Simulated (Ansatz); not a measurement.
Reaction (cleavage of the Ge–Sn bond): `[F][Sn]([F])([F])[GeH3]` + `O[AsH2]` → `O[AsH][GeH3]` + `[F][SnH]([F])[F]`

Gas-phase electronic energies from Ansatz, PBE0-D4/def2-TZVP geometries. CBS: MP2 limit from def2 TZ/QZ plus the TZ coupled-cluster correction, frozen cores. Functionals use def2-TZVPP. HSE06 is defined as in plane-wave codes. def2 core potentials past Kr. For As, Ge, Sn outer-core shells are correlated without core-valence functions, which leaves a few kJ/mol of doubt a bond. Scalar relativity is left out up to krypton. Each species was taken in one conformer, which may not be the lowest.

Problem. Is it downhill or uphill in electronic energy at CCSD(T)/CBS, and by how much? (An estimate is asked.)

Solution. Ansatz gave: Uphill: ΔE = +36.0 kJ/mol.

Problem. What do these levels give: revPBE-D4, B97M-V, HSE06-D4, B2PLYP, revPBE, BLYP, HSE06, CAM-B3LYP, LC-ωPBE, HF/def2-SVP, MP2/def2-SVP, MP2/def2-TZVPP? (Estimate.)

Solution. The calculation gave: revPBE-D4 32.2, B97M-V 27.2, HSE06-D4 33.0, B2PLYP 35.0, revPBE 36.0, BLYP 39.7, HSE06 33.5, CAM-B3LYP 36.2, LC-ωPBE 32.1, HF/def2-SVP 39.4, MP2/def2-SVP 33.1, MP2/def2-TZVPP 31.4 kJ/mol.

Largest T1 diagnostic among the species: 0.015.

From BLYP to BHLYP (50 % exact exchange), in def2-TZVPP and without D4, ΔE moves by −4.0 kJ/mol. Leaving LDA and LC-ωPBE aside and taking each functional with its dispersion term where it has one, the values, not all of them listed here, spread over 10.0 kJ/mol, from B97M-V to BLYP-D4.
